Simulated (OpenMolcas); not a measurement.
Rh2+ (d7) among equal point charges was computed by CASSCF with the d shell active (OpenMolcas, ANO-RCC-VDZP on the metal). Its lowest spin-free states, and all those of the highest spin:

```tsv
2S+1	Degeneracy	E (cm-1)
4	1	0.0
4	2	985.8
4	1	3373
4	2	4280
4	1	7884
2	1	12467
2	1	14841
2	1	15351
2	2	15391
4	2	15640
2	1	16575
2	2	16753
4	1	19573
```

Question: Is the site octahedral, tetrahedral or cube-like, axial, or of lower symmetry?

Answer: The states with 2S+1 = 4 have orbital degeneracies 1, 2, 1, 2, 1, 2, 1. There are pairs but no triples, so the site is axial: not cubic, but with a proper or improper axis of order three or more. The run had Rh2+ among 6 point charges of -1.7 e arranged as a tetragonal octahedron (D4h), 2.41 Å from the ion, with the axial distance 2.723 Å.

Spin-orbit coupling mixes the spin-free states strongly: the lowest level takes only 62 % from its leading state, 4A2. Without dynamic correlation the repulsion within the d shell is too large (B by tens of per cent), so at a given field states of lower spin stand too high. Point charges give a weaker field than real ligands, and real ions of this kind are as a rule low spin; the high spin found here belongs to the model. This is an electrostatic model: the charges have no orbitals. No measured value stands beside these numbers.
